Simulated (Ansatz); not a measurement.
Cost and result for the atomization energy of H$_{8}$N$_{2}$OSi$_{2}$, SMILES `N[Si](N)(O)[SiH3]` (13 atoms, 12 bonds).

| atom | x (Å) | y (Å) | z (Å) |
| --- | --- | --- | --- |
| N1 | 1.834 | 0.448 | 0.484 |
| Si2 | 0.413 | -0.146 | -0.248 |
| N3 | 0.256 | -1.771 | 0.248 |
| O4 | 0.712 | 0.166 | -1.845 |
| Si5 | -1.618 | 0.886 | 0.348 |
| H6 | 2.000 | 0.329 | 1.468 |
| H7 | 2.300 | 1.257 | 0.109 |
| H8 | -0.631 | -2.245 | 0.249 |
| H9 | 1.030 | -2.413 | 0.184 |
| H10 | -0.031 | 0.104 | -2.445 |
| H11 | -1.648 | 2.301 | -0.117 |
| H12 | -1.820 | 0.885 | 1.824 |
| H13 | -2.797 | 0.198 | -0.260 |

Total charge 0; spin multiplicity 1. The structure was optimised at the PBE0-D4/def2-TZVP level. It is one conformer, not always the lowest. Program: Ansatz. All runs use 4 threads of an Arm Neoverse V2 on a shared host. Times are those of one run each, without the atoms' runs, and a repeat can differ threefold. Electronic energies, without spin–orbit coupling; frozen cores. CCSD(T)/CBS adds CCSD(T) − MP2 in def2-TZVPP to the MP2 limit, and its time is that of the two runs behind it. T1 = 0.012. B3LYP takes the VWN-RPA correlation (the form of Gaussian; ORCA's B3LYP/G).

CCSD(T)/CBS is a level of theory with its own doubt, some kJ/mol a heavy atom from the limit and from the frozen cores, so smaller differences don't rank the functionals.

```
                            level  functions  wall time
           LDA (SPW92)/def2-TZVPP        289      1.6 s
             revPBE-D4/def2-TZVPP        289      2.6 s
          CAM-B3LYP-D4/def2-TZVPP        289      4.6 s
B3LYP-D4/def2-TZVPP (with forces)        289      6.5 s
            r2SCANh-D4/def2-TZVPP        289      6.5 s
              PBE-QIDH/def2-TZVPP        289        7 s
                B2PLYP/def2-TZVPP        289      7.5 s
                 CCSD(T)/def2-SVP        118      7.5 s
                B97M-V/def2-TZVPP        289       11 s
 ωB97M-V/def2-TZVPP (with forces)        289       15 s
                   MP2/def2-QZVPP        551       31 s
               CCSD(T)/def2-TZVPP        289    4.7 min
                CCSD(T)/CBS(def2)          –    5.2 min
```

Question: What atomization energy does each give, and how far from CCSD(T)/CBS? (Estimate.)

Answer: The calculation gave: 
```
                            level  atomization (kcal/mol)  difference from CCSD(T)/CBS  per bond
           LDA (SPW92)/def2-TZVPP                  1215.2                        141.1      11.8
             revPBE-D4/def2-TZVPP                  1054.5                        -19.6      -1.6
          CAM-B3LYP-D4/def2-TZVPP                  1078.1                          4.0       0.3
B3LYP-D4/def2-TZVPP (with forces)                  1072.6                         -1.5      -0.1
            r2SCANh-D4/def2-TZVPP                  1059.1                        -15.0      -1.3
              PBE-QIDH/def2-TZVPP                  1052.2                        -21.9      -1.8
                B2PLYP/def2-TZVPP                  1057.3                        -16.8      -1.4
                 CCSD(T)/def2-SVP                   975.5                        -98.6      -8.2
                B97M-V/def2-TZVPP                  1071.5                         -2.6      -0.2
 ωB97M-V/def2-TZVPP (with forces)                  1074.8                          0.7       0.1
                   MP2/def2-QZVPP                  1069.2                         -4.9      -0.4
               CCSD(T)/def2-TZVPP                  1038.1                        -36.0      -3.0
                CCSD(T)/CBS(def2)                  1074.1                          0.0       0.0
```

From PBE to PBE0 (25 % exact exchange), in def2-TZVPP and without D4, the atomization energy moves by −17.7 kcal/mol: exact exchange takes away binding that semilocal exchange gives to molecules. Leaving LDA and LC-ωPBE aside and taking each functional with its dispersion term where it has one, the values, not all of them listed here, spread over 36.6 kcal/mol, from BHLYP-D4 to PBE-D4. LDA lies +143.1 kcal/mol from PBE without D4, its usual overbinding. In def2-TZVPP, CCSD(T) changes the Hartree–Fock value by +289.5 kcal/mol (the triples alone add +14.6 kcal/mol) and MP2 by +298.9 kcal/mol; breaking electron pairs costs correlation energy, which Hartree–Fock lacks.
